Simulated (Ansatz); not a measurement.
The cluster CuSe₂. Charge 0, multiplicity 2. Geometry r2SCAN-D4/def2-TZVP, that of the charge +1 singlet; atoms count from 1.

```
atom   x (Å)   y (Å)   z (Å)
 Cu1   0.466  -1.774  -0.173
 Se2  -1.223   1.332   0.007
 Se3   0.757   0.441   0.166
```

The structure comes from a short search, and lower isomers may exist.

Q: Estimate the Mulliken populations from the PBE0/def2-TZVP orbitals of Ansatz.

A: 
| atom | charge (e) | spin (α − β) | d electrons |
| --- | --- | --- | --- |
| Cu1 | 0.27 | -0.03 | 9.90 |
| Se2 | -0.19 | 0.68 | – |
| Se3 | -0.09 | 0.35 | – |
Mulliken values depend strongly on the basis.

Q: Where does the spin sit?

A: Summed by element: Cu -0.03, Se 1.03, of 1 unpaired in all. Largest on single atoms: Se2 0.68, Se3 0.35, Cu1 -0.03.

Q: And the Mayer bond orders between heavy atoms (over 0.3)?

A: Cu1–Se3 1.00 (2.26 Å); Se2–Se3 1.57 (2.18 Å).
